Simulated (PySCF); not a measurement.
Isomers of [C4H5F2S]- (charge -1), one GFN2-xTB conformer each. Single-point energies are computed at PBE0/pcSseg-1 (PySCF, gas phase, no added dispersion term), electronic only.

```tsv
SMILES	GFN2-xTB relative energy (kJ/mol)
FC(F)C1([S-])CC1	16.6
C=C([S-])CC(F)F	0.0
```

Conformers: `[F:1][CH:2]([F:3])[C:4]1([S-:5])[CH2:6][CH2:7]1` (charge -1) with F1–C2–C4–S5 -107°; `[CH2:1]=[C:2]([S-:3])[CH2:4][CH:5]([F:6])[F:7]` (charge -1) with C1–C2–C4–C5 125°, C2–C4–C5–F6 -81°.

**Question.** What does PBE0/pcSseg-1 give for the same structures?

**Answer.** 
| SMILES | PBE0/pcSseg-1 E (Eh) | PBE0/pcSseg-1 (kJ/mol) | GFN2-xTB (kJ/mol) | point group |
| --- | --- | --- | --- | --- |
| C=C([S-])CC(F)F | -752.77947 | 0.0 | 0.0 | C1 |
| FC(F)C1([S-])CC1 | -752.75821 | 55.8 | 16.6 | C1 |

Both levels put the same isomer lowest. As drawn, the higher has a three-membered ring, which the lower lacks.
